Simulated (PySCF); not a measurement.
In(H)2(vinyl) (C2H5In), SMILES [CH]([InH2])=C.

Geometry: PBE-D3(BJ)/def2-SVP. The def2 effective core potentials stand for the cores of In; spin–orbit coupling is left out.

Method: PBE/def2-TZVPD run with PySCF.

| Property | Value |
|---|---|
| total energy | -269.20260 hartree |
| point group | Cs |
| highest occupied level | -6.43 eV |
| lowest empty level | -2.58 eV |
| orbital gap | 3.85 eV |
| dipole moment | 0.135 e·Å |
| quadrupole, principal values (traceless, Buckingham form, about the centre of nuclear charge) | -2.24, -0.70, 2.95 D·Å |
| mean static polarisability | 70.3 bohr³ (10.42 Å³) |
| polarisability, principal values | 47.7, 69.1, 94.1 bohr³ |
